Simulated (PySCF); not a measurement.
1,1-dibromo-2-chloroethene (C₂HBr₂Cl), SMILES ClC=C(Br)Br. Atoms are numbered in the order given.

```xyz
6

Cl     1.3709     2.4373     0.0000
C      1.3843     0.7131     0.0000
C      0.2834    -0.0513     0.0000
Br    -1.4705     0.6346     0.0000
Br     0.4508    -1.9394     0.0000
H      2.3777     0.2619     0.0000
```

The structure is a stationary point at B3LYP-D3(BJ)/def2-SVP.

Two levels are set side by side: PBE/pcSseg-1 (PySCF) and KT2/pcSseg-1 (PySCF). GIAO shifts against HCl (³⁵Cl), TMS (¹H), TMS (¹³C) at the same level; non-relativistic, no solvent, atoms listed together averaged. Without spin–orbit terms, shifts of atoms bonded to Cl or Br come out too high at both levels. Differences are taken from unrounded values.

```tsv
quantity	PBE
δ(³⁵Cl) of Cl1 (ppm)	311.7
δ(¹³C) of C2 (ppm)	135.0
δ(¹³C) of C3 (ppm)	145.7
δ(¹H) of H6 (ppm)	6.72
```

These are the PBE values. What does KT2 give? (The exact figures need the calculation; the answer reports its results.)


```json
[
 {"quantity": "δ(³⁵Cl) of Cl1 (ppm)", "KT2": "298.7", "PBE minus KT2": "13.0"},
 {"quantity": "δ(¹³C) of C2 (ppm)", "KT2": "128.4", "PBE minus KT2": "6.6"},
 {"quantity": "δ(¹³C) of C3 (ppm)", "KT2": "135.9", "PBE minus KT2": "9.8"},
 {"quantity": "δ(¹H) of H6 (ppm)", "KT2": "6.64", "PBE minus KT2": "0.08"}
]
```

Rough cost on one machine, each run with all the roots and properties that it gave: KT2 against PBE within a factor of 2.
